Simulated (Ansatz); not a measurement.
The inner images of a band of ClFH$_{6}$N$_{2}$OTi (12 atoms, charge 0, multiplicity 1) are given out of order.

Level of theory: RKS B3LYP/def2-SVP in Ansatz.

First end point:

```xyz
12
Properties=species:S:1:pos:R:3
Ti -0.071 -0.104 -0.091
Cl 0.243 -0.182 2.231
O 1.557 -0.177 -0.763
H 2.480 -0.265 -0.498
N -0.803 1.528 -0.624
H -1.794 1.743 -0.521
H -0.307 2.276 -1.107
N -0.981 -1.610 -0.713
H -1.989 -1.717 -0.612
H -0.575 -2.379 -1.244
F -2.388 -0.006 1.118
H -1.768 -0.059 1.841
```

Last end point:

```xyz
12
Properties=species:S:1:pos:R:3
Ti 0.031 -0.254 -0.136
Cl -2.682 1.022 2.451
O 1.753 -0.231 -0.609
H 2.297 -0.752 -1.211
N -0.765 1.358 -0.609
H -1.599 1.668 -0.104
H -0.359 2.122 -1.147
N -0.899 -1.603 -1.042
H -0.772 -2.598 -0.852
H -1.654 -1.468 -1.711
F -0.160 -0.528 1.646
H -1.588 0.313 2.342
```

Problem. Put them in order from the first end to the last, with their energies above the first end.
A.
```xyz
12
Properties=species:S:1:pos:R:3
Ti -0.120 -0.347 -0.178
Cl -2.097 1.507 2.901
O 1.645 -0.221 -0.425
H 2.293 -0.691 -0.962
N -0.917 1.271 -0.636
H -1.765 1.587 -0.160
H -0.453 2.059 -1.087
N -0.860 -1.661 -1.289
H -0.709 -2.661 -1.154
H -1.509 -1.506 -2.057
F -0.502 -0.756 1.542
H -1.404 0.467 2.524
```
B.
```xyz
12
Properties=species:S:1:pos:R:3
Ti -0.227 -0.001 0.080
Cl 0.178 0.580 2.381
O 1.455 -0.140 -0.480
H 2.119 -0.838 -0.496
N -0.854 1.539 -0.758
H -1.587 1.597 -1.460
H -0.266 2.373 -0.779
N -1.047 -1.410 -0.840
H -1.891 -1.887 -0.531
H -0.734 -1.755 -1.745
F -2.034 -0.695 1.463
H -1.509 -0.315 2.184
```
C.
```xyz
12
Properties=species:S:1:pos:R:3
Ti -0.426 -0.221 0.013
Cl -0.212 1.088 2.832
O 1.368 -0.255 0.011
H 1.974 -0.605 -0.655
N -0.895 1.401 -0.803
H -1.745 1.554 -1.342
H -0.321 2.244 -0.792
N -1.089 -1.467 -1.187
H -1.659 -2.218 -0.800
H -0.987 -1.533 -2.194
F -1.439 -0.970 1.384
H -0.966 0.031 2.551
```
D.
```xyz
12
Properties=species:S:1:pos:R:3
Ti -0.457 -0.310 -0.192
Cl -0.477 1.259 3.463
O 1.311 -0.253 0.031
H 2.063 -0.710 -0.363
N -0.960 1.349 -0.884
H -1.927 1.623 -1.052
H -0.342 2.154 -0.971
N -0.985 -1.587 -1.451
H -1.193 -2.553 -1.197
H -1.174 -1.430 -2.438
F -1.310 -0.776 1.333
H -0.946 0.282 2.738
```
E.
```xyz
12
Properties=species:S:1:pos:R:3
Ti -0.262 0.005 0.156
Cl -0.177 0.975 2.364
O 1.493 -0.211 -0.096
H 1.963 -0.667 -0.805
N -0.723 1.471 -0.895
H -1.532 1.529 -1.509
H -0.176 2.331 -0.919
N -1.107 -1.331 -0.855
H -1.776 -2.010 -0.496
H -0.930 -1.483 -1.847
F -1.752 -1.090 1.626
H -1.416 -0.470 2.295
```
F.
```xyz
12
Properties=species:S:1:pos:R:3
Ti -0.286 -0.350 -0.217
Cl -1.309 1.516 3.444
O 1.496 -0.255 -0.235
H 2.198 -0.733 -0.691
N -0.956 1.292 -0.790
H -1.908 1.603 -0.595
H -0.388 2.078 -1.103
N -0.918 -1.639 -1.420
H -0.870 -2.642 -1.242
H -1.408 -1.459 -2.293
F -0.889 -0.795 1.427
H -1.158 0.433 2.734
```
G.
```xyz
12
Properties=species:S:1:pos:R:3
Ti -0.157 -0.029 -0.022
Cl 0.334 0.081 2.298
O 1.492 -0.117 -0.672
H 2.267 -0.613 -0.380
N -0.865 1.555 -0.707
H -1.789 1.693 -1.111
H -0.269 2.363 -0.890
N -0.992 -1.522 -0.768
H -1.937 -1.803 -0.514
H -0.618 -2.089 -1.526
F -2.239 -0.283 1.290
H -1.624 -0.187 2.019
```

Solution. G (+0.08 eV), B (+0.26 eV), E (+0.35 eV), C (+0.24 eV), D (-0.06 eV), F (-0.08 eV), A (-0.12 eV).

Time of the run: 13 min on 4 threads of Arm Neoverse V1 (shared host), peak memory 0.44 GiB.
